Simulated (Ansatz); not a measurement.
```
atom    x (Å)    y (Å)   z (Å)
   N  -0.4615   0.3649  0.6544
  Cl   0.3560  -1.6026  0.7573
```

Basis set: cc-pVDZ (spherical functions). Left uncorrelated: 6 orbitals. Charge 0, multiplicity 1.

Computed with Ansatz (development build ahead of 0.2.0); the reference of a correlated method needn't be the lowest determinant of its kind. Restricted open shells among the atoms or ions are ROHF, correlated in semicanonical orbitals with singles.

Q: Give the atomization energy at this shape (free ground-state atoms in the same class of orbitals less the molecule, no zero-point energy) of singlet NCl by RHF-CCSD(T), RHF-CCSD.

A:

```tsv
method	atomization energy
RHF-CCSD(T)	-1.14 eV
RHF-CCSD	-1.55 eV
```

Caution: another spin multiplicity may lie lower; large amplitudes, a single reference is doubtful; no unrestricted run beside it, a lower state can exist; the molecule lies well above its atoms at this level; the program doubts this total; the reference determinant was not shown to be the lowest.
